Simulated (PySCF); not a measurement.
Mapped SMILES: `[CH3:1][O:2][C@@H:3]1[CH2:4][C@H:5]1[C:6]1=[CH:7][O:8][CH:9]=[CH:10][O:11]1` (H(Xn): hydrogen on atom n). Ha(C4) is cis to O2 on the ring; Hb(C4) is trans to O2 on the ring.

Computational details: geometry: GFN2-xTB, shieldings: GIAO PBE0/pcSseg-1, in PySCF 2.14 (one conformer, one averaged value for each set of equivalent atoms, no solvent, non-relativistic).

References, each an isolated molecule treated in the same way: 13C (σref 186.93) against TMS.

Q: Do the 13C shifts follow the atomic charges (in e)? Tabulate both.

A: 
| atoms | hybridisation | δ (ppm) | σ para (ppm) | Hirshfeld | IAO | Mulliken | ESP-fitted |
| --- | --- | --- | --- | --- | --- | --- | --- |
| C6 | sp2 | 149.6 | -218 | +0.05 | +0.15 | +0.16 | +0.30 |
| C9 | sp2 | 134.2 | -196 | -0.01 | -0.01 | +0.12 | -0.09 |
| C10 | sp2 | 133.4 | -194 | -0.01 | -0.02 | +0.10 | -0.09 |
| C7 | sp2 | 123.7 | -194 | -0.02 | -0.05 | +0.18 | -0.18 |
| C3 | sp3 | 68.4 | -135 | +0.03 | +0.08 | +0.10 | +0.14 |
| C1 | sp3 | 60.7 | -120 | -0.04 | -0.20 | -0.03 | -0.10 |
| C4 | sp3 | 19.6 | -89 | -0.09 | -0.29 | -0.11 | -0.41 |
| C5 | sp3 | 19.4 | -83 | -0.06 | -0.17 | -0.27 | -0.24 |

Correlation coefficients of δ with charge over these carbons: Hirshfeld +0.71, IAO +0.76, Mulliken +0.88, ESP-fitted +0.60; with the paramagnetic shielding -1.00. Among the 4 sp2 carbons alone: Hirshfeld +0.97, IAO +0.96, Mulliken -0.13, ESP-fitted +0.97. With so few points, grouped by hybridisation, these coefficients are fragile. Charge is one influence among several: hybridisation and low-lying excitations act through the paramagnetic term.

Shifts are as computed. Against solution values, carbons near 30 ppm lie about +3 ppm off and those near 130 ppm about +5 ppm. Of 1211 compounds with measured shifts, 218 miss one by over three times the rms of a fit or turn the order of signals round; such compounds aren't used in these exercises.
